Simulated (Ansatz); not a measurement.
`[OH][Al]1[CH2][CH2]1` + HI → `[I][Al]1[CH2][CH2]1` + H₂O at 600 K and 1 bar (ligand exchange at the Al–O bond).

Calculated with Ansatz (gas phase, PBE0-D4/def2-TZVP geometries, no zero-point term in ΔE). CCSD(T)/CBS adds triple-zeta CCSD(T) − MP2 to the extrapolated MP2 energy (def2 sets, frozen cores). This one scheme is used for every species. Elements past krypton have def2 core potentials. For I outer-core shells are correlated without core-valence functions, which leaves a few kJ/mol of doubt a bond. Each species was taken in one conformer, which may not be the lowest.

```tsv
species	CCSD(T)/CBS energy (Eh)	H − E (kJ/mol)	S (J/(mol·K))
`[OH][Al]1[CH2][CH2]1`	-396.29709	223.0	387.7
HI	-298.03592	31.6	227.0
`[I][Al]1[CH2][CH2]1`	-617.96594	186.8	399.9
H₂O	-76.37941	76.8	212.8
```

H − E and S are ideal-gas, rigid-rotor, harmonic terms from PBE0-D4/def2-TZVP, for one conformer and one mirror image of each species. 1 Eh = 2625.50 kJ/mol, R = 8.31446 J/(mol·K).

Question: By hand: ΔE, ΔH, ΔS and ΔG.

Answer: ΔE = (-617.96594) + (-76.37941) − (-396.29709) − (-298.03592) = -0.01234 Eh = -32.4 kJ/mol. Δ(H − E) = 186.8 + 76.8 − 223.0 − 31.6 = 9.0, so ΔH = -23.4 kJ/mol. ΔS = 399.9 + 212.8 − 387.7 − 227.0 = -2.0 J/(mol·K). ΔG = -23.4 − 600 × (-2.0)/1000 = -22.2 kJ/mol.

Question: By hand: the equilibrium constant, and the temperature at which ΔG would vanish if ΔH and ΔS stayed fixed.

Answer: log₁₀ K = −ΔG/(RT ln 10) = 1.9. ΔG = 0 at ΔH/ΔS = 11700 K, far beyond where these terms or the molecules hold.

The number of gas molecules stays the same, so ΔS is small and ΔH decides. A doubt of 5 kJ/mol in ΔE shifts log₁₀ K by 0.4 here. Other conformers and mirror images would add mixing entropy, several J/(mol·K) or more a flexible species. These are equilibria of isolated gas molecules and say nothing of rates. Largest T1 diagnostic: 0.012 (customary marks: 0.02 for closed shells, 0.045 for open ones).
